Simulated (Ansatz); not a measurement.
Cost and result for the atomization energy of `[OH][GeH2][GeH2][F]` (9 atoms, 8 bonds).

| atom | x (Å) | y (Å) | z (Å) |
| --- | --- | --- | --- |
| O1 | -1.242 | -1.742 | -0.347 |
| Ge2 | -1.004 | 0.031 | -0.353 |
| Ge3 | 1.329 | 0.477 | 0.202 |
| F4 | 1.458 | 2.203 | 0.474 |
| H5 | -1.346 | -2.098 | 0.538 |
| H6 | -1.946 | 0.691 | 0.674 |
| H7 | -1.353 | 0.463 | -1.782 |
| H8 | 1.776 | -0.185 | 1.519 |
| H9 | 2.327 | 0.160 | -0.925 |

Total charge 0; spin multiplicity 1. Correlated methods include outer-core shells of Ge, which these sets cover unevenly. Scalar relativity is left out up to krypton. All single points use the PBE0-D4/def2-TZVP geometry. It is one conformer, not always the lowest. Program: Ansatz. All runs use 4 threads of an Arm Neoverse V1 on a shared host. Times are those of one run each, without the atoms' runs, and a repeat can differ threefold. Electronic energies, without spin–orbit coupling; frozen cores. CCSD(T)/CBS adds CCSD(T) − MP2 in def2-TZVPP to the MP2 limit, and its time is that of the two runs behind it. T1 = 0.012. With those shells the extrapolation isn't a true limit. B3LYP takes the VWN-RPA correlation (the form of Gaussian; ORCA's B3LYP/G).

CCSD(T)/CBS is a level of theory with its own doubt, some kJ/mol a heavy atom from the limit and from the frozen cores, so smaller differences don't rank the functionals.

```csv
level,functions,wall time,atomization (kcal/mol),difference from CCSD(T)/CBS,per bond
PBE-D4/def2-TZVPP (with forces),228,2.3 s,646.6,-4.4,-0.5
PBE0-D4/def2-TZVPP,228,3.2 s,633.7,-17.3,-2.2
B3LYP-D4/def2-TZVPP (with forces),228,4.5 s,639.3,-11.7,-1.5
r2SCAN-D4/def2-TZVPP (with forces),228,4.8 s,647.0,-4.0,-0.5
B2PLYP/def2-TZVPP,228,5.5 s,636.4,-14.6,-1.8
ωB97X-V/def2-TZVPP,228,7.5 s,650.6,-0.4,0.0
ωB97M-V/def2-TZVPP (with forces),228,11 s,640.8,-10.2,-1.3
MP2/def2-QZVPP,442,24 s,651.5,0.5,0.1
CCSD(T)/def2-TZVPP,228,3.4 min,636.7,-14.3,-1.8
CCSD(T)/CBS(def2),–,3.8 min,651.0,0.0,0.0
```

The D4 term adds +6.3 kcal/mol with B3LYP and +3.3 kcal/mol with PBE0; it sums over pairs of atoms, weighted by their polarisabilities, and B3LYP, whose exchange is more repulsive, gets the larger term. In def2-TZVPP, CCSD(T) changes the Hartree–Fock value by +185.1 kcal/mol (the triples alone add +9.6 kcal/mol) and MP2 by +191.3 kcal/mol; breaking electron pairs costs correlation energy, which Hartree–Fock lacks. From PBE to PBE0 (25 % exact exchange), in def2-TZVPP and without D4, the atomization energy moves by −12.3 kcal/mol: exact exchange takes away binding that semilocal exchange gives to molecules.
